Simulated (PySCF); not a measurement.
C4H4Cl2, SMILES Cl/C=C\C=C/Cl.

Geometry: PBE0-D3(BJ)/def2-SVP. One conformer was computed; it need not be the lowest.

Two levels are set side by side: TDDFT-PBE/def2-SVPD (PySCF) and TDDFT-ωB97X/def2-SVPD (PySCF). Vertical, same geometry. The lowest singlet is HOMO→LUMO 96 % with PBE and HOMO→LUMO 99 % with the other functional; states are paired by order. Differences are taken from unrounded values.

```tsv
quantity	TDDFT-ωB97X
lowest singlet excitation (eV)	5.28
lowest triplet excitation (TDA) (eV)	2.93
first bright state (f over 0.05) (eV)	5.28
its oscillator strength	0.70
```

Q: What does TDDFT-PBE give, and how far is it from TDDFT-ωB97X? (The exact figures need the calculation; the answer reports its results.)

A: 
```csv
quantity,TDDFT-PBE,TDDFT-PBE minus TDDFT-ωB97X
lowest singlet excitation (eV),4.65,-0.63
lowest triplet excitation (TDA) (eV),2.80,-0.13
first bright state (f over 0.05) (eV),4.65,-0.63
its oscillator strength,0.52,-0.18
```

Functionals without exact exchange tend to place singlet excitations lower, as here. Differences between two approximate levels are no errors against the true value.

Rough cost on one machine, each run with all the roots and properties that it gave: TDDFT-ωB97X against TDDFT-PBE about 10 times.
